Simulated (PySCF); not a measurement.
Successive ionisation energies of one element at GMP2 (screened spin-orbit), starting from the ion with 46 electrons. Calculated with PySCF 2.14, two-component X2C-1e (Gaussian nucleus, no Breit or QED terms), each ion in its own even-tempered basis; GMP2 freezes the deep shells of the larger ions and drops the highest virtual spinors; eV.

1624.4, 1679.9, 1738.8, 1801.1, 1861.3, 1920.6, 2015.3, 2076.4, 2142.4, 2203.9, 2441.6, 2502.3

(1) Which element is it?

## Answers

(1) Thallium (Tl, Z = 81); the list starts at Tl³⁵⁺. The hydrogenic estimate 13.606 eV × (q + 1)²/n² with q = 35 and n = 4 gives 1102.1 eV for the first entry, a lower bound because the other electrons screen the nucleus only in part.
